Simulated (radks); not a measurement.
Numerical settings for neutral technetium, [Kr] 4d5 5s2. Method: Dirac Kohn-Sham, PBE, spin-unpolarised, spherical densities, finite nucleus; open shells fill j = l - 1/2 first; Fermi nuclear charge, rms radius 4.4112 fm; computed with a radial shooting solver on a logarithmic mesh with Libxc functionals. The defaults (mesh step 0.008 in ln r, mesh end at 40 bohr or more with all orbitals vanishing there, Anderson mixing 0.5 over 9 steps, residual threshold near 1e-9 with the energy settled to 1e-9 hartree or 1e-11 of itself, here a cap of 81 iterations) give E = -4286.2272 hartree and 5s1/2 at -5.027 eV in 14 iterations. Run on one thread of a shared host, so times are rough (Intel(R) Xeon(R) 6975P-C): 0.1 s of CPU time, 0.1 s wall, 14 iterations on 2437 mesh points. Changes against that run (0 stands for a change within the tolerance of the run):

| setting | iterations | converged | E (mhartree) | e(5s1/2) (meV) | CPU (s) |
|---|---|---|---|---|---|
| mesh step in ln r 0.2 | 4 | no | diverged | - | 0.01 |
| mesh step in ln r 0.003 | 16 | yes | 0 | 0 | 0.27 |
| mesh step in ln r 0.012 | 14 | yes | 0 | 0 | 0.07 |
| mesh end (bohr) 20 | 14 | yes | 0 | 0 | 0.09 |
| mesh end (bohr) 1 | 13 | level above zero | +2.45e+05 | +1.28e+06 | 0.06 |
| residual threshold 1e-13 | 47 | yes | 0 | 0 | 0.2 |
| residual threshold 1e-05 | 10 | yes | 0 | +0.146 | 0.1 |
| mixing 2.5 | 18 | yes | 0 | 0 | 0.14 |
| linear mixing, mixing 0.05 | 81 | no | +0.0153 | -47 | 0.53 |
| linear mixing, mixing 0.2 | 81 | no | 0 | 0 | 0.38 |
| mixing history 20 | 20 | yes | 0 | 0 | 0.13 |
| iteration cap 2 | 2 | no | +60.2 | -3.66e+03 | 0.02 |

Settled on a wrong energy, with an occupied level pushed above zero by the early mesh end: mesh end (bohr) 1 (+245 hartree). Apart from these: no run marked as converged misses the energy by more than 1 mhartree. A mesh that ends early acts as a hard wall.
